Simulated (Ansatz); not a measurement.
Stepwise reaction of `C[SiH](N)N` with hydrogen, as a gas-phase model of exchange steps in deposition or etching. ΔE in kJ/mol; ΔG adds harmonic PBE0-D4 terms to CCSD(T)/CBS, at 1 bar.

Gas-phase electronic energies from Ansatz, PBE0-D4/def2-TZVP geometries. CBS: MP2 limit from def2 TZ/QZ plus the TZ coupled-cluster correction, frozen cores. This one scheme is used for every species. Functionals use def2-TZVPP. B3LYP here is the variant with VWN-RPA as its local correlation; programs differ in this. Each species was taken in one conformer, which may not be the lowest.

| step | reaction | PBE-D4 | B3LYP-D4 | ωB97M-V | CCSD(T)/CBS | ΔG(400 K) |
| --- | --- | --- | --- | --- | --- | --- |
| 1 | `C[SiH](N)N` + H₂ → `C[SiH2]N` + NH₃ | 42.6 | 45.6 | 46.7 | 46.5 | 46.2 |
| 2 | `C[SiH2]N` + H₂ → `C[SiH3]` + NH₃ | 21.7 | 24.7 | 25.9 | 25.7 | 33.9 |

Task: By hand: ΔE of the 2 steps together at CCSD(T)/CBS.

Result: (46.5) + (25.7) = 72.2 kJ/mol, or 36.1 kJ/mol a step.

In ΔE each step is lower than the one before. All are uphill at CCSD(T)/CBS. ΔG lies between 33.9 and 46.2 kJ/mol a step. PBE-D4 differs from CCSD(T)/CBS by -4.0 to -3.9 kJ/mol a step. Isolated molecules leave out the surface, adducts and barriers. Largest T1 diagnostic: 0.010.
